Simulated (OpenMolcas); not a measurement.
OpenMolcas run: Ni6+

Input:

```
&GATEWAY
Coord
1

Ni 0.0 0.0 0.0
Basis=ANO-RCC-VQZP
Group=XYZ
NoMove
AngMom=0.0 0.0 0.0
AMFI
&SEWARD
&RASSCF
FileOrb=start.orb
Symmetry=1
Spin=5
nActEl=4 0 0
Inactive=3 6
Ras2=5 0
CIRoot=5 5 1
SDav=5
CIMx=300
Iter=120 100
PrWF=0.3
OrbListing=Nothing
MaxOrb=0
Atom
>>> COPY $Project.JobIph JOBPRE
&RASSCF
FileOrb=start.orb
Symmetry=1
Spin=5
nActEl=10 2 0
Inactive=3 3
Ras1=0 3
Ras2=5 0
CIRoot=5 5 1
SDav=185
CIMx=300
Iter=120 100
PrWF=0.3
OrbListing=Nothing
MaxOrb=0
Thrs=2.0e-7 1.0e-1 5.0e-4
Atom
>>> COPY $Project.JobIph JOB001
&RASSCF
FileOrb=start.orb
Symmetry=1
Spin=3
nActEl=10 2 0
Inactive=3 3
Ras1=0 3
Ras2=5 0
CIRoot=45 45 1
SDav=615
CIMx=300
Iter=120 100
PrWF=0.3
OrbListing=Nothing
MaxOrb=0
Thrs=2.0e-7 1.0e-1 5.0e-4
Atom
>>> COPY $Project.JobIph JOB002
&RASSCF
FileOrb=start.orb
Symmetry=1
Spin=1
nActEl=10 2 0
Inactive=3 3
Ras1=0 3
Ras2=5 0
CIRoot=44 44 1
SDav=485
CIMx=300
Iter=120 100
PrWF=0.3
OrbListing=Nothing
MaxOrb=0
Thrs=2.0e-7 1.0e-1 5.0e-4
Atom
>>> COPY $Project.JobIph JOB003
&RASSI
NrOfJobIphs=3 5 45 44
1 2 3 4 5
1 2 3 4 5 6 7 8 9 10 11 12 13 14 15 16 17 18 19 20 21 22 23 24 25 26 27
28 29 30 31 32 33 34 35 36 37 38 39 40 41 42 43 44 45
1 2 3 4 5 6 7 8 9 10 11 12 13 14 15 16 17 18 19 20 21 22 23 24 25 26 27
28 29 30 31 32 33 34 35 36 37 38 39 40 41 42 43 44
IphNames
JOB001
JOB002
JOB003
EJob
SpinOrbit
DIPRint=1.0
SOCoupling=1000.0
Subsets=2
MEES
Property=10
'ANGMOM' 1 'ANGMOM' 2 'ANGMOM' 3 'MLTPL  1' 1 'MLTPL  1' 2 'MLTPL  1' 3
'AMFI' 1 'AMFI' 2 'AMFI' 3 'MLTPL  2' 6
SOProperty=3
'ANGMOM' 1 'ANGMOM' 2 'ANGMOM' 3
```

Launched by
```bash
OMP_NUM_THREADS=1 MOLCAS_MEM=1689 MOLCAS_PROJECT=a pymolcas a.inp > a.log  # once for each step of the input, in one work folder
```

A driver script runs the steps one by one and writes start.orb anew before each from the orbitals found so far.

Output, cut to the results:

```
--- SEWARD ---
Basis set label: NI.ANO-RCC...7S6P4D3F2G1H.

      Electronic valence basis set:
      ------------------
      Associated Effective Charge  28.000000 au
      Associated Actual Charge     28.000000 au
      Nuclear Model: Point charge

      Shell  nPrim  nBasis  Cartesian Spherical Contaminant
         s      21       7        X
         p      15       6        X
         d      10       4                 X
         f       6       3                 X
         g       4       2                 X
         h       2       1                 X
                  Relativistic Douglas-Kroll-Hess integrals:
                    - DKH order of Hamiltonian: 2
                    - DKH order of Properties : 0
                  Atomic mean-field integrals
--- RASSCF ---
Wave function specifications:
      -----------------------------

      Number of closed shell electrons          12
      Number of electrons in active shells      10
      Max number of holes in RAS1 space          2
      Max nr of electrons in RAS3 space          0
      Number of inactive orbitals                6
      Number of active orbitals                  8
      Number of secondary orbitals              81
      Spin quantum number                      2.0
      State symmetry                             1
Orbital specifications:
      -----------------------

      Symmetry species                           1   2
                                                ag  au
      Frozen orbitals                            0   0
      Inactive orbitals                          3   3
      Active orbitals                            5   3
      RAS1 orbitals                              0   3
      RAS2 orbitals                              5   0
      RAS3 orbitals                              0   0
      Secondary orbitals                        37  44
      Deleted orbitals                           0   0
      Number of basis functions                 45  50
      Number of CSFs                           185
      Number of root(s) required                 5
      Iter CI   SX   CI       RASSCF       Energy    max ROT     max BLB   max BLB  Level Ln srch  Step   QN
          iter iter root      energy       change     param      element    value   shift minimum  type update
 Nr of preliminary CI iterations:   1
      Total energies have been shifted. Add                -1000.00 au
        1   1    7    0  -508.48221226    0.00E+00   5.65E-02    1   4 2  1.32E-02*  0.00   0.00    SX    NO
        2   1    7    0  -508.48469453   -2.48E-03*  4.68E-03    3  11 1 -1.62E-03*  0.00   0.00    SX    NO
        3   1    6    0  -508.48471258   -1.81E-05*  5.41E-04    4  10 2 -3.81E-04   0.00   0.00    SX    NO
        4   1    6    0  -508.48471293   -3.54E-07*  6.93E-05    4  10 2  1.73E-04   0.00   0.00    SX    NO
        5   1    5    0  -508.48471295   -1.99E-08  -8.29E-06    4  10 2 -6.04E-05   0.00   0.75    QN   YES
      Convergence after  5 iterations
        6   1    5    0  -508.48471296   -2.84E-09  -8.29E-06    4  18 1 -4.87E-07   0.00   0.75    QN   YES
      Natural orbitals and occupation numbers for root  1
      sym 1:   1.002652   1.002662   1.002662   1.002654   0.008494
      sym 2:   1.994720   1.991905   1.994251
      Natural orbitals and occupation numbers for root  2
      sym 1:   1.002655   1.002662   0.008494   1.002651   1.002662
      sym 2:   1.993829   1.992026   1.995021
      Natural orbitals and occupation numbers for root  3
      sym 1:   1.002651   0.008494   1.002662   1.002660   1.002658
      sym 2:   1.993196   1.995301   1.992378
::    RASSCF root number  1 Total energy:  -1508.48471296
::    RASSCF root number  2 Total energy:  -1508.48471296
::    RASSCF root number  3 Total energy:  -1508.48471296
::    RASSCF root number  4 Total energy:  -1508.48471296
::    RASSCF root number  5 Total energy:  -1508.48471296
--- RASSCF ---
Wave function specifications:
      -----------------------------

      Number of closed shell electrons          12
      Number of electrons in active shells      10
      Max number of holes in RAS1 space          2
      Max nr of electrons in RAS3 space          0
      Number of inactive orbitals                6
      Number of active orbitals                  8
      Number of secondary orbitals              81
      Spin quantum number                      1.0
      State symmetry                             1
Orbital specifications:
      -----------------------

...
--- RASSI ---
SPIN-FREE ENERGIES:
  (Shifted by EMIN (a.u.) =      -1508.4847129574)

 SF State       Relative EMIN(au)   Rel lowest level(eV)    D:o, cm**(-1)      L_eff

     1             0.0000000000        0.0000000000              0.0000         2.0
     2             0.0000000000        0.0000000000              0.0000         2.0
     3             0.0000000000        0.0000000000              0.0000         2.0
     4             0.0000000000        0.0000000000              0.0000         2.0
     5             0.0000000000        0.0000000000              0.0000         2.0
     6             0.1484032683        4.0382586537          32570.7526         1.0
     7             0.1484032683        4.0382586537          32570.7526         1.0
     8             0.1484032683        4.0382586537          32570.7526         1.0
     9             0.1608676541        4.3774318700          35306.3691         5.0
    10             0.1608676541        4.3774318700          35306.3691         5.0
    11             0.1608676541        4.3774318700          35306.3691         5.0
    12             0.1608676541        4.3774318700          35306.3691         5.0
    13             0.1608676541        4.3774318700          35306.3691         5.0
    14             0.1608676541        4.3774318700          35306.3691         5.0
    15             0.1608676541        4.3774318700          35306.3691         5.0
    16             0.1608676541        4.3774318700          35306.3691         5.0
    17             0.1608676541        4.3774318700          35306.3691         5.0
    18             0.1608676541        4.3774318700          35306.3691         5.0
    19             0.1608676541        4.3774318700          35306.3691         5.0
    20             0.1646608180        4.4806491183          36138.8723         3.0
    21             0.1646608180        4.4806491183          36138.8723         3.0
...
```

Levels above the lowest, from the spin-orbit matrix, grouped by J:

| Configuration | Term | J | E (eV) | Measured (eV) | Term weight % |
| --- | --- | --- | --- | --- | --- |
| 3d4 | 5D | 0 | 0.0000 | 0.0000 | 99 |
| 3d4 | 5D | 1 | 0.0358 | 0.0346 | 100 |
| 3d4 | 5D | 2 | 0.1036 | 0.0997 | 100 |
| 3d4 | 5D | 3 | 0.1982 | 0.1885 | 100 |
| 3d4 | 5D | 4 | 0.3146 | 0.2966 | 100 |
| 3d4 | 3P(1) | 0 | 3.8638 | 3.7291 | 98 |
| 3d4 | 3P(1) | 1 | 4.0737 | 3.9472 | 99 |
| 3d4 | 3P(1) | 2 | 4.4180 | 4.2843 | 99 |
| 3d4 | 3H | 4 | 4.4627 | 3.9268 | 93 |
| 3d4 | 3H | 5 | 4.5484 | 4.0030 | 98 |
| 3d4 | 3F(1) | 2 | 4.6160 | 4.2461 | 100 |
| 3d4 | 3H | 6 | 4.6325 | 4.0762 | 100 |
| 3d4 | 3F(1) | 3 | 4.6454 | 4.2548 | 96 |
| 3d4 | 3F(1) | 4 | 4.6914 | 4.2869 | 91 |
| 3d4 | 3G | 3 | 5.3606 | 4.7312 | 96 |
| 3d4 | 3G | 4 | 5.4459 | 4.8039 | 94 |
| 3d4 | 3G | 5 | 5.5231 | 4.8660 | 98 |
| 3d4 | 1G(1) | 4 | 6.5104 |  | 97 |
| 3d4 | 3D | 3 | 6.5913 |  | 100 |
| 3d4 | 3D | 2 | 6.6109 |  | 98 |
| 3d4 | 3D | 1 | 6.6512 |  | 100 |
| 3d4 | 1I | 6 | 6.7760 |  | 100 |
| 3d4 | 1S | 0 | 7.0126 |  | 99 |
| 3d4 | 1D | 2 | 7.7869 |  | 97 |

Against the 16 measured excited levels shown (Corliss and Sugar, J. Phys. Chem. Ref. Data 10, 197 (1981)) the mean absolute deviation is 2600 cm-1; the largest miss in energy is 3d4 3G5: computed 5.5231, measured 4.8660 eV (+13.5 %). Levels of one J stand in another order than measured, so their pairing by name is doubtful.

Without dynamic correlation excited terms often stand tens of per cent too high (terms of higher spin than the ground term too low), and those without a measured partner can miss by more than the paired ones. Some levels mix across a computed gap that differs much from the measured one, so their mixing is not that of the real levels. Active for correlation alone: 3p; no level in the range computed is led by a configuration that opens it, so any true level of that kind is missing. Measured partners are found by configuration, term and J. A level has none where our copy of the source lacks it or the pairing is in doubt (some pairs that miss far off the trend of their configuration count as doubtful), and it then counts in no deviation. Only configurations of the active space appear. The first state left out of the spin-orbit step lies near 130000 cm-1 above the lowest spin-free state of the reference (among the parities and spins computed), and the list stops at four fifths of that energy or lower. The table shows the lowest 24 of 32 levels.

The RASSCF and RASSI steps took 53 s on 1 thread of Arm Neoverse V1, with other jobs on the host; the integral step is not counted.

The term weight is that of the spin-free term in the level, not the purity of its configuration. A number in round brackets counts repeated terms of one configuration in the order of the reference energies.
